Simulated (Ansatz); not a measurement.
Ideal-gas functions of CH$_{5}$FSSi (`FC[SiH2]S`) at 600 K and 1 bar, from an Ansatz frequency run at PBE0-D4/def2-TZVP.

Molar mass 96.2 g/mol, point group C1 (symmetry number 1), electronic degeneracy 1, moments of inertia 68.421, 204.072, 251.061 u Å². Harmonic wavenumbers (cm⁻¹, unscaled): 70, 150, 208, 272, 496, 511, 614, 684, 757, 831, 890, 929, 1057, 1244, 1312, 1458, 2229, 2240, 2703, 3042, 3101.

Use S(trans) = R[1.5 ln M + 2.5 ln T − 1.1517]; rotational temperatures θ = 24.2544 K / I; S(rot) = R[ln(√π/σ · √(T³/θAθBθC)) + 1.5]; for each mode x = 1.438777 ν̃/T, S = R[x/(eˣ − 1) − ln(1 − e⁻ˣ)] and H = RT x/(eˣ − 1); 1 cm⁻¹ = 0.0119627 kJ/mol; R = 8.31446 J/(mol·K).

Problem. By hand: the entropy, in J/(mol·K).

Solution. Translation 180.3. Rotation: θ = 0.3545, 0.1189, 0.0966 K, giving 119.9. Vibration, mode by mode: 23.16, 16.86, 14.18, 12.01, 7.35, 7.13, 5.81, 5.07, 4.41, 3.83, 3.43, 3.19, 2.50, 1.75, 1.54, 1.16, 0.25, 0.25, 0.10, 0.05, 0.04, in all 114.1. Electronic 0.0. Sum 414.3 J/(mol·K).

Problem. By hand: H − E and G − E in kJ/mol, counted from the electronic energy.

Solution. Zero-point energy ½ × 24798 × 0.0119627 = 148.3; thermal vibration 35.0; translation, rotation and pV give 4 RT = 20.0. H − E = 203.3 kJ/mol, and G − E = 203.3 − 600 × 414.3/1000 = -45.3 kJ/mol.

Vibration gives 28 % of the entropy, 23.2 J/(mol·K) of it from the mode under 150 cm⁻¹: soft modes count most, and the harmonic formula is weakest for them. The sum counts one conformer and one mirror image; others add a mixing term.
